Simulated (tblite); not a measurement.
Compound: C₃H₁₃ClO₂Si₃.
Cartesian coordinates in Å at the GFN2-xTB level; atoms count from 1:
```xyz
22
C3H13ClO2Si3 angstrom
C     -1.4579   -1.1573    1.3065
C     -1.6263   -0.2496    0.0929
C     -2.9357    0.5295    0.1421
O     -0.5564    0.6705    0.0615
Si     0.6936    0.7623   -0.9542
O      1.4589   -0.6678   -1.0995
Si     2.4287   -1.9106   -0.7336
Si     1.9511    2.3184    0.1438
Cl     3.5995    2.7440   -0.9507
H     -0.5123   -1.6892    1.2374
H     -2.2698   -1.8780    1.3527
H     -1.4568   -0.5603    2.2154
H     -1.5996   -0.8610   -0.8180
H     -2.9664    1.1402    1.0409
H     -3.7796   -0.1546    0.1454
H     -3.0099    1.1826   -0.7238
H      0.2651    0.9592   -2.3442
H      2.8447   -2.4561   -2.0212
H      3.5444   -1.4023    0.0631
H      1.6250   -2.8653    0.0350
H      1.2785    3.6091    0.3351
H      2.4709    1.9557    1.4725
```

All values are computed: GFN2-xTB (tblite) harmonic vibrations without scaling, gas phase. Errors from tens to a few hundred cm⁻¹ against measured bands are possible. Modes of hydrogen on silicon can be 10 to 20 % off. One conformer, not necessarily the lowest. The optimisation stopped once no atom felt more than 0.01 eV/Å.

Lowest wavenumbers of the output (negative numbers stand for imaginary wavenumbers):
```
mode    cm-1
  1     -37.1
  2     -22.4
  3      17.8
  4      43.8
  5      50.0
  6      53.1
  7      58.6
  8     118.1
  9     146.4
 10     183.3
 11     203.9
 12     220.2
 13     260.4
 14     327.6
 15     398.2
```

Q: Is this structure a minimum?

A: Not by this Hessian. 2 modes are imaginary beyond 20i (37i and 22i cm⁻¹), so at this level the point lies at or near a saddle of order 2. The curvature is small, so loose convergence or finite differences may be the whole cause.

Q: Which atoms move in the imaginary modes?

A: 37i: H19 (Si–H hydrogen) 34 %, H20 (Si–H hydrogen) 33 %, H18 (Si–H hydrogen) 26 %; 22i: C3 (methyl carbon) 23 %, C1 (methyl carbon) 21 %. These are shares of the mass-weighted motion.

Q: What is the remedy?

A: Step along such a mode in both directions, optimise again with tighter thresholds and repeat the frequencies. The zero-point energy of this point (95.3 kcal/mol) counts the 58 real modes alone, and thermal corrections from it aren't those of a minimum.
